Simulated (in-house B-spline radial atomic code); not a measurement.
Results of a calculation; reference values are marked as such.
Extrapolating the RPA correlation energy in partial waves: Os IX (Os8+)

All-electron RPA on PBE0 orbitals from an all-electron radial atomic-structure program (B-spline basis), scalar-relativistic (spin-free one-electron X2C), finite nucleus, configuration [Xe] 4f14. Without the two-electron picture change, the correlation of inner shells comes somewhat too large for so heavy an element. With empty states up to angular momentum L the sums are:

```json
{"L": "5", "E_c(L) (hartree)": "-5.396770"}
{"L": "6", "E_c(L) (hartree)": "-5.722770"}
{"L": "7", "E_c(L) (hartree)": "-5.897760"}
```

For large l each further wave adds A/(l + 1/2)⁴, because the basis must build the cusp where two electrons meet.

**Question.** Estimate the limit from L = 6 and L = 7.

**Answer.** Wave 7 adds -0.174990, against a sum of (l + 1/2)⁻⁴ of 3.16049e-04, so A = -553.68. The sum over l > 7 is ζ(4, 8.5) = 6.4602e-04, close to 1/(3 × 8³) = 6.5104e-04. The tail is -0.357690 and the limit -6.25545 hartree.

**Question.** How good is the estimate?

**Answer.** A run to L = 11 sums to -6.11754 and extrapolates to -6.19699 hartree, 8.41 millihartree from the run before, so it has not settled and is itself too deep. The estimate differs from that by -58.46 millihartree, while the bare sum at L = 7 misses 299.2 millihartree (4.8 %).
